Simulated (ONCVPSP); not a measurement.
**Transferability test, ONCV potential for titanium (Ti)**

ONCVPSP 4.0.1 input, shortened (lines: element, Z, core and valence counts, functional; n l f; lmax; l rc ep ncon nbas qcut; lloc lpopt rc5 dvloc0; l nproj debl; icmod fcfact rcfact), PBEsol, scalar-relativistic:

```
  Ti 22.00    3    5  -116133      upf
    1    0    2.00
    2    0    2.00
    2    1    6.00
    3    0    2.00
    3    1    6.00
    3    2    2.00
    4    0    1.00
    4    1    1.00
    2
    0    1.75    0.00    4    8    7.80
    1    2.05    0.00    4    8    5.20
    2    1.90    0.00    3    8   10.10
    4    5    1.60    0.00
    0    3    1.20
    1    2    2.00
    2    2    1.10
    2    0.60    0.80
```

Energies are relative to the spin-unpolarised reference configuration 3s2 3p6 3d2 4s1 4p1; without spin polarisation the order of configurations can differ from experiment.

Task: Give the all-electron excitation energy and the error of the potential for: 3s2 3p6 3d2 4s2 4p0; 3s2 3p6 3d2 4s1 4p0; 3s2 3p6 3d2 4s0 4p0; 3s2 3p6 3d2 4s0 4p1.

Result:

```tsv
valence configuration	charge	ΔE all-electron (eV)	error AE − PS (meV)
3s2 3p6 3d2 4s2 4p0	0	-3.093	-0.1
3s2 3p6 3d2 4s1 4p0	+1	4.266	-0.3
3s2 3p6 3d2 4s0 4p0	+2	17.738	-1.9
3s2 3p6 3d2 4s0 4p1	+1	8.046	-0.9
```

Levels in the configuration 3s2 3p6 3d2 4s0 4p1:

| level | all-electron (eV) | pseudo (eV) |
| --- | --- | --- |
| 3s | -70.975 | -71.000 |
| 3p | -47.295 | -47.311 |
| 3d | -12.479 | -12.487 |
| 4p | -7.209 | -7.209 |
